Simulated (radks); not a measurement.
Q: The mean radii <r> (bohr) of the occupied orbitals of an atom or ion are listed with their occupations. Calculated with a radial shooting solver on a logarithmic mesh with Libxc functionals: scalar-relativistic Kohn-Sham, SCAN, spin-polarised, spherical densities, finite nucleus; meta-GGA in the generalised Kohn-Sham scheme; Fermi nuclear charge, rms radius of each element as measured or else 0.836 A^(1/3) + 0.57 fm.

orbital  occ.      <r>
1s up       1  0.03917
1s down     1  0.03917
2s up       1   0.1723
2s down     1   0.1723
2p up       3   0.1504
2p down     3   0.1504
3s up       1   0.4906
3s down     1   0.4905
3p up       3   0.4974
3p down     3   0.4971
3d up       5   0.4974
3d down     5   0.4964
4s up       1    1.321
4p up       3    1.475
4p down     3    1.495

Name the element and its charge. Open shells, if any, are filled with parallel spins first.

A: Z = 38, strontium, charge +3: Sr3+ in [Ar] 3d10 4s1 4p6. The 1s radius gives Z: for a bare nucleus <r> = (2 gamma + 1)/(2Z) with gamma = sqrt(1 - (Z/c)^2), 0.03844 bohr for Z = 38, and screening makes it slightly larger (0.03917 here). The occupations add up to 35, and the charge is Z minus that.
